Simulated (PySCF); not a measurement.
## Bond energies at PBE0/def2-SVP beside a composite method

PySCF, lowest determinants of a PBE0 search. The composite is CCSD(T) extrapolated to the basis-set limit from two correlation-consistent sets, with core-valence (CV) and scalar-relativistic (SR) terms as its label shows; it has no spin–orbit coupling and nothing beyond (T).

```
species  state (unpaired electrons)  De PBE0 (eV)  De composite (eV)           composite  dissociates to
    TlH      singlet (closed shell)          2.46               2.61     CCSD(T)/CBS(DT)          Tl + H
    SrF               doublet (σ ↑)          5.42               5.51  CCSD(T)/CBS(DT)+CV          Sr + F
   NaSr               doublet (σ ↑)          0.27               0.19     CCSD(T)/CBS(DT)         Na + Sr
    InH      singlet (closed shell)          2.59               2.77     CCSD(T)/CBS(DT)          In + H
     IF      singlet (closed shell)          2.59               2.98  CCSD(T)/CBS(TQ)+CV           I + F
    AsF              triplet (π ↑↑)          4.05               4.12     CCSD(T)/CBS(DT)          As + F
   BiCl              triplet (π ↑↑)          2.93               2.94     CCSD(T)/CBS(DT)         Bi + Cl
   GeO⁺               doublet (π ↑)          3.72               3.75  CCSD(T)/CBS(DT)+CV         Ge⁺ + O
```

**Question.** Does PBE0 bind more or less than the composite, by how much on average, and where is the difference largest?

**Answer.** PBE0/def2-SVP binds less on average, method and basis taken together: the mean signed difference is -0.10 eV and the mean absolute one 0.12 eV; it is largest for IF (-0.39 eV).

The molecules are drawn from runs that passed checks on state, spin purity and fit, so the hardest cases are missing and the errors look smaller than over all diatomics.

Correlated steps freeze the inner cores (4 to 15 orbitals); shallow outer-core shells are correlated. Weak bonds: NaSr. Basis-set superposition, not corrected here, can be much of De in a small basis, most of all at correlated wavefunction levels. Functionals without a dispersion term scatter widely for such bonds, and LDA overbinds them. These are scalar-relativistic numbers at best; spin–orbit coupling would shift them, the dissociation energy most. For an ion De counts to the pair picked by the measured ionisation energies or electron affinities, which need not be the lowest pair at this level. Where the molecule has an RHF reference, its open-shell atoms are computed with UHF. States were picked by a PBE0 search and need not be the measured ground states.
